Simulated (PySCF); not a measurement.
C₄H₆ClF, SMILES C(/C(=C/Cl)F)C. Atoms are numbered in the order given.

```xyz
12

C      2.5738    -0.3495     1.0138
C      1.4997    -1.1131     0.2335
C      0.3398    -0.2439    -0.1401
F      0.6845     0.8126    -0.8875
C     -0.9326    -0.4324     0.2128
Cl    -2.2008     0.6327    -0.2653
H      2.9385     0.5099     0.4314
H      2.1719     0.0305     1.9661
H      3.4317    -1.0016     1.2367
H      1.9324    -1.5202    -0.6972
H      1.1238    -1.9692     0.8142
H     -1.2294    -1.2845     0.8252
```
Charge 0, spin multiplicity 1.

The structure is a stationary point at ωB97X-D3(BJ)/def2-SVP. The structure was generated by enumeration; whether it is a known compound was not checked. The values are those of a single conformer.

Level of theory: TDDFT-CAM-B3LYP/def2-SVPD (PySCF 2.14.0).

Vertical excitations. Isolated molecule, no solvent.

| state | energy (eV) | λ (nm) | f | main pairs |
|---|---|---|---|---|
| S1 | 6.39 | 194 | 0.001 | HOMO→LUMO+2 66 %, HOMO→LUMO+1 12 % |
| S2 | 6.70 | 185 | 0.061 | HOMO→LUMO 59 %, HOMO→LUMO+1 16 %, HOMO→LUMO+2 11 % |
| S3 | 6.93 | 179 | 0.411 | HOMO→LUMO+1 65 %, HOMO→LUMO 28 % |
| S4 | 7.79 | 159 | 0.000 | HOMO−1→LUMO 31 %, HOMO→LUMO+3 25 %, HOMO−1→LUMO+1 21 %, HOMO→LUMO+4 7 % |
| S5 | 7.81 | 159 | 0.000 | HOMO→LUMO+3 35 %, HOMO−1→LUMO 23 %, HOMO−1→LUMO+1 18 %, HOMO→LUMO+4 10 % |
| S6 | 8.01 | 155 | 0.011 | HOMO−1→LUMO+2 78 % |
| S7 | 8.03 | 154 | 0.008 | HOMO→LUMO+5 54 % |
| S8 | 8.11 | 153 | 0.026 | HOMO→LUMO+4 69 %, HOMO→LUMO+3 18 % |
| S9 | 8.66 | 143 | 0.019 | HOMO→LUMO+7 35 %, HOMO→LUMO+8 28 %, HOMO→LUMO+5 14 %, HOMO−3→LUMO+2 7 % |
| S10 | 8.76 | 141 | 0.044 | HOMO−1→LUMO+1 45 %, HOMO−1→LUMO 21 %, HOMO−1→LUMO+3 14 %, HOMO−1→LUMO+5 7 % |
| T1 | 4.19 | 296 | 0 | HOMO→LUMO 47 %, HOMO→LUMO+1 39 % |
| T2 | 5.88 | 211 | 0 | HOMO→LUMO+2 69 % |
| T3 | 6.55 | 189 | 0 | HOMO→LUMO+1 47 %, HOMO→LUMO 32 % |
| T4 | 7.27 | 170 | 0 | HOMO−1→LUMO+2 73 % |
Triplets are in the Tamm–Dancoff approximation, which puts them higher than full response would, so one can lie above its singlet here.
